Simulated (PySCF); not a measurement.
Species: C6H14Ge.
SMILES with atom numbers: `[CH3:1][CH:2]1[CH2:3][CH2:4][GeH2:5][CH2:6][CH2:7]1` (hydrogens: H8, H9, H10 on C1; H11 on C2; H12, H13 on C3; H14, H15 on C4; H16, H17 on Ge5; H18, H19 on C6; H20, H21 on C7)

Level of theory: TDDFT CAM-B3LYP/def2-SVPD, vertical, gas phase, core orbitals frozen in the response (PySCF). Isolated species at its PBE0-D3(BJ)/def2-SVP geometry (one conformer only). Relativistic effects, spin–orbit coupling among them, are left out although an element past zinc is present.

Each state is given a Gaussian of 0.3 eV full width at half maximum, with ε(max) = 2.175×10⁸ f / Δν̃ (Δν̃ the width in cm⁻¹). The width is an assumption, not a result. The curve ends short of the highest state used, and states not computed would add to its high-energy end.

```json
{"λ (nm)": "155.8", "ε (L mol⁻¹ cm⁻¹)": "6818"}
{"λ (nm)": "156.4", "ε (L mol⁻¹ cm⁻¹)": "5260"}
{"λ (nm)": "157.0", "ε (L mol⁻¹ cm⁻¹)": "3883"}
{"λ (nm)": "157.6", "ε (L mol⁻¹ cm⁻¹)": "2762"}
{"λ (nm)": "158.2", "ε (L mol⁻¹ cm⁻¹)": "1920"}
{"λ (nm)": "158.8", "ε (L mol⁻¹ cm⁻¹)": "1342"}
{"λ (nm)": "159.4", "ε (L mol⁻¹ cm⁻¹)": "991"}
{"λ (nm)": "160.0", "ε (L mol⁻¹ cm⁻¹)": "819"}
{"λ (nm)": "160.6", "ε (L mol⁻¹ cm⁻¹)": "780"}
{"λ (nm)": "161.2", "ε (L mol⁻¹ cm⁻¹)": "828"}
{"λ (nm)": "161.8", "ε (L mol⁻¹ cm⁻¹)": "923"}
{"λ (nm)": "162.4", "ε (L mol⁻¹ cm⁻¹)": "1031"}
{"λ (nm)": "163.0", "ε (L mol⁻¹ cm⁻¹)": "1125"}
{"λ (nm)": "163.6", "ε (L mol⁻¹ cm⁻¹)": "1184"}
{"λ (nm)": "164.2", "ε (L mol⁻¹ cm⁻¹)": "1197"}
{"λ (nm)": "164.8", "ε (L mol⁻¹ cm⁻¹)": "1161"}
{"λ (nm)": "165.3", "ε (L mol⁻¹ cm⁻¹)": "1100"}
{"λ (nm)": "165.9", "ε (L mol⁻¹ cm⁻¹)": "997"}
{"λ (nm)": "166.5", "ε (L mol⁻¹ cm⁻¹)": "876"}
{"λ (nm)": "167.1", "ε (L mol⁻¹ cm⁻¹)": "750"}
{"λ (nm)": "167.7", "ε (L mol⁻¹ cm⁻¹)": "632"}
{"λ (nm)": "168.3", "ε (L mol⁻¹ cm⁻¹)": "528"}
{"λ (nm)": "168.9", "ε (L mol⁻¹ cm⁻¹)": "442"}
{"λ (nm)": "169.5", "ε (L mol⁻¹ cm⁻¹)": "371"}
{"λ (nm)": "170.1", "ε (L mol⁻¹ cm⁻¹)": "315"}
{"λ (nm)": "170.7", "ε (L mol⁻¹ cm⁻¹)": "269"}
{"λ (nm)": "171.3", "ε (L mol⁻¹ cm⁻¹)": "230"}
{"λ (nm)": "171.9", "ε (L mol⁻¹ cm⁻¹)": "195"}
{"λ (nm)": "172.5", "ε (L mol⁻¹ cm⁻¹)": "163"}
{"λ (nm)": "173.1", "ε (L mol⁻¹ cm⁻¹)": "133"}
{"λ (nm)": "173.7", "ε (L mol⁻¹ cm⁻¹)": "106"}
{"λ (nm)": "174.3", "ε (L mol⁻¹ cm⁻¹)": "83"}
{"λ (nm)": "174.9", "ε (L mol⁻¹ cm⁻¹)": "62"}
{"λ (nm)": "175.5", "ε (L mol⁻¹ cm⁻¹)": "46"}
{"λ (nm)": "176.1", "ε (L mol⁻¹ cm⁻¹)": "32"}
{"λ (nm)": "176.7", "ε (L mol⁻¹ cm⁻¹)": "22"}
{"λ (nm)": "177.3", "ε (L mol⁻¹ cm⁻¹)": "15"}
{"λ (nm)": "177.9", "ε (L mol⁻¹ cm⁻¹)": "10"}
{"λ (nm)": "178.5", "ε (L mol⁻¹ cm⁻¹)": "6"}
{"λ (nm)": "179.1", "ε (L mol⁻¹ cm⁻¹)": "4"}
{"λ (nm)": "179.7", "ε (L mol⁻¹ cm⁻¹)": "2"}
{"λ (nm)": "180.3", "ε (L mol⁻¹ cm⁻¹)": "1"}
{"λ (nm)": "180.9", "ε (L mol⁻¹ cm⁻¹)": "1"}
{"λ (nm)": "181.5", "ε (L mol⁻¹ cm⁻¹)": "0"}
```

Problem. Where are the band maxima, and which computed states make them?

Solution. 164 nm (7.56 eV), ε about 1200, made up of S2 (98%) (ε in L mol⁻¹ cm⁻¹; maxima over ε = 5, shares over 10%). At its high-energy end, 7.96 eV, the curve is still rising (ε about 6900, from S4, S5 and S6). The states used: S1 7.28 eV (f 0.0021); S2 7.56 eV (f 0.013); S3 7.91 eV (f 0.0020); S4 8.08 eV (f 0.081); S5 8.08 eV (f 0.020); S6 8.18 eV (f 0.038); S7 8.42 eV (f 0.095); S8 8.45 eV (f 0.0055); S9 8.56 eV (f 0.120); S10 8.56 eV (f 0.011).

Problem. Coming from long wavelengths, where does ε first pass 100 L mol⁻¹ cm⁻¹?

Solution. At about 174 nm (7.13 eV), 0.15 eV below S1.

Problem. What would ε be at 7.56 eV, the highest of these maxima, with half the width (0.15 eV)?

Solution. About 2350 L mol⁻¹ cm⁻¹ against 1200, a factor of about 1.96; a lone state at its own centre would give exactly 2.

The vertical ionisation energy (ΔSCF) is 9.51 eV, 0.95 eV above S10.
